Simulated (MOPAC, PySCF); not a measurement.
Cl₃Ga, SMILES `[Cl][Ga]([Cl])[Cl]`, neutral singlet in the gas phase. 

Cartesian coordinates (Å):
SMILES: [Cl][Ga]([Cl])[Cl]
```xyz
4

Cl    -1.6778    -1.2825     0.0165
Ga     0.0001     0.0002     0.0000
Cl    -0.2717     2.0946     0.0154
Cl     1.9494    -0.8123    -0.0318
```
Charge 0, multiplicity 1.

All levels are single points at this geometry (PBE0-D3(BJ)/def2-TZVP); Pople sets use spherical d functions. Orbital energies aren't observables, and empty levels follow the basis.

HF/3-21G in PySCF gives HOMO (eV) = -13.19.

Q: Estimate the HOMO (eV) from each of these levels: B3LYP-D3(BJ)/def2-TZVP in PySCF; M06-2X/def2-TZVP in PySCF; B3LYP/3-21G in PySCF; B3LYP/6-311+G** (LANL2DZ on Ga) in PySCF; BP86/6-31G* in PySCF; M06-2X/6-31G* in PySCF; AM1 in MOPAC; PM3 in MOPAC.

A: 
| level | HOMO (eV) |
|---|---|
| B3LYP-D3(BJ)/def2-TZVP in PySCF | -9.15 |
| M06-2X/def2-TZVP in PySCF | -10.83 |
| B3LYP/3-21G in PySCF | -9.38 |
| B3LYP/6-311+G** (LANL2DZ on Ga) in PySCF | -9.31 |
| BP86/6-31G* in PySCF | -8.10 |
| M06-2X/6-31G* in PySCF | -10.78 |
| AM1 in MOPAC | -12.53 |
| PM3 in MOPAC | -11.45 |
